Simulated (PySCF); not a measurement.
# MOF₂ across group 14

Level: PBE0, basis family def2-TZVP, scalar-relativistic core potentials from Rb on and no relativity for lighter atoms.

Each entry is the lowest minimum that a search over a few typed start shapes (and spin states, where more than one is plausible) found, or that minimum re-optimised at the stated level; isomers with ligand–ligand bonds, or fragments after loss of a ligand pair, can lie lower. Open shells are unrestricted; no spin–orbit coupling; PySCF with density fitting.

| molecule | 2S+1 | point group | mean bond to the central atom (Å) | atomisation (kJ/mol) | lowest ω (cm⁻¹) | polar-tensor charge of the central atom | distinct angles (°) |
| --- | --- | --- | --- | --- | --- | --- | --- |
| SiOF₂ | 1 | C2v | 1.543 | 1713 | 337 | 1.77 | 105/128 |
| GeOF₂ | 1 | C2v | 1.674 | 1352 | 224 | 1.77 | 101/129 |
| SnOF₂ | 1 | C2v | 1.865 | 1162 | 142 | 1.85 | 98/131 |

Left out of the table are members whose search was unfinished or whose lowest solution was spin-contaminated, unstable, very soft or bonded differently.
